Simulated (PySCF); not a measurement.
Cl4HSi2, SMILES [Si](Cl)(Cl)[SiH](Cl)Cl (connectivity only; charge and spin as stated), charge +1, multiplicity 1. Atoms are numbered in the order given.

```xyz
7

Cl     1.9098    -2.0422    -0.5559
Si     0.9748    -0.3004    -0.2431
Cl     2.1066     1.1523     0.5366
Si    -1.3977    -0.0236    -0.4649
Cl    -1.9101    -0.7706     1.3640
Cl    -1.6480     1.9762    -0.6674
H     -1.8686    -0.8312    -1.6030
```
Charge +1, spin multiplicity 1.

Geometry: B3LYP-D3(BJ)/def2-SVP. The multiplicity is an assumed one; no other spin state was optimised. The isomer is the one that the SMILES or the coordinates give; other isomers of the formula were not compared. The values are those of a single conformer.

These are PBE/def2-TZVP (PySCF) values and carry that method's errors.

| Property | Value |
|---|---|
| total energy | -2419.31728 hartree |
| highest occupied level | -12.33 eV |
| lowest empty level | -9.09 eV |
| orbital gap | 3.24 eV |
| dipole moment about the centre of nuclear charge | 2.03 D |
| mean static polarisability | 99.7 bohr³ (14.77 Å³) |
| polarisability, principal values | 78.2, 102.6, 118.1 bohr³ |
